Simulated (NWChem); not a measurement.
System: GeH2 cation, doublet; SMILES of the neutral closed-shell parent [GeH2]

```xyz
3

Ge     0.0000     0.0000     0.0464
H      1.3603     0.0000    -0.7430
H     -1.3603     0.0000    -0.7430
```
Atoms are numbered in this order, from 1.

Program: NWChem. Spin-unrestricted. In the optimisation the excess spin sits in a1 (C2v, its own frame). The geometry was optimised at B3LYP/6-31G* (spherical d), spin-unrestricted. This spin state was assumed; another may lie lower. No stability test was run on the SCF state. B3LYP is NWChem's, with the RPA form of VWN correlation. Vertical excitations in the gas phase; the lowest state need not have the same character in each row. Excited states of an open shell can be spin-contaminated.

For level B3LYP/aug-cc-pVDZ, TDA:

```yaml
lowest empty minus highest occupied level, either spin (eV): 2.98
```

Q: Estimate the same quantities for level PBE/aug-cc-pVDZ, TDA.

A: 
| Property | Result |
|---|---|
| lowest empty minus highest occupied level, either spin (eV) | 1.49 |
